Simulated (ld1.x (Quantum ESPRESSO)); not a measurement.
Which change was made? (Ta, TM)

| Item | Value |
| --- | --- |
| Element | Ta |
| Generator | ld1.x (Quantum ESPRESSO) 7.5 |
| Type | norm-conserving Troullier–Martins (Kleinman–Bylander form) |
| Functional | LDA (PZ) |
| Relativity | scalar-relativistic |
| Frozen core | [Kr] 4d10 4f14 |
| Valence charge | 13 |
| Reference configuration | 5s2 5p6 5d3 6s2 6p0 |
| Partial waves | 5s (bound): rc 1.30 bohr; 5p (bound): rc 1.80 bohr; 5d (bound): rc 2.45 bohr |
| Local potential | all-electron potential smoothed inside 1.15 bohr (lloc = -2) |
| Core correction | none |

Occupied shells without a wave of their own: 6s. They enter only through the test configuration that unscreens the potential.

Cutoffs, loose and tight: the cutoffs (Ry, on a coarse ladder) from which the occupation-weighted sum of valence levels, in a spherical-Bessel basis at the reference potential, stays within 10 and 1 mRy of its value at 400 Ry. They do not see the model core or the augmentation charge, which bear on the density cutoff. Test errors are all-electron minus pseudo excitation energies from the reference, over the configurations 5s2 5p6 5d3 6s1 6p0; 5s2 5p6 5d3 6s0 6p0; 5s2 5p6 5d2 6s0 6p0; 5s2 5p6 5d3 6s1.5 6p0; 5s1 5p6 5d3 6s2 6p0; 5s2 5p6 5d2 6s2 6p1; 5s2 5p5 5d3 6s2 6p0 (two spin-polarised tests are not counted in the largest error); variants that change the core or the reference have their own tests.

The base gives: outcome: generated, misses its reference levels by 0.25 eV; cutoff, loose: 90 Ry; cutoff, tight: 160 Ry; bound ghosts: none; largest test error (meV): -1115.

After one change the result is: outcome: generated, misses its reference levels by 0.36 eV; cutoff, loose: 300 Ry; cutoff, tight: over 300 Ry; bound ghosts: none; largest test error (meV): -1595. Which change was it?
A. local potential all-electron potential smoothed inside 1.20 bohr (lloc = -2)
B. local potential all-electron potential smoothed inside 2.94 bohr (lloc = -2)
C. wave 5s (bound): rc 1.30 bohr becomes 5s (bound): rc 0.84 bohr

C. The others give: local potential all-electron potential smoothed inside 1.20 bohr (lloc = -2) → outcome: generated, misses its reference levels by 0.17 eV; cutoff, loose: 90 Ry; cutoff, tight: 160 Ry; bound ghosts: none; largest test error (meV): -728 | local potential all-electron potential smoothed inside 2.94 bohr (lloc = -2) → outcome: generated, misses its reference levels by 1.52 eV; cutoff, loose: 90 Ry; cutoff, tight: 160 Ry; bound ghosts: none; largest test error (meV): +6247.
